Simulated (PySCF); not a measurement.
Br3Sc, SMILES [Br][Sc+]([Br])[Br] (connectivity only; charge and spin as stated), charge +1, multiplicity 2.

Coordinates come from a PBE-D3(BJ)/def2-SVP optimisation. The geometry has at least one imaginary mode, so it is a saddle point at that level. The spin state was assumed, not searched.

Level of theory: PBE-D3(BJ)/def2-SVP in PySCF.

Frequencies are harmonic and unscaled.

Computed normal modes with their intensities:
```
mode  ν (cm⁻¹)  IR (km/mol)  moving atoms (share of kinetic energy)
----  --------  -----------  --------------------------------------
1          56i         26.4                        Sc 84 %, Br 16 %
2          19i          0.1                         Br 91 %, Sc 9 %
3           15          1.4                        Br 87 %, Sc 13 %
4          195          0.1                                 Br 99 %
5          286          2.5                        Sc 75 %, Br 25 %
6          291          0.0                        Sc 71 %, Br 29 %
```
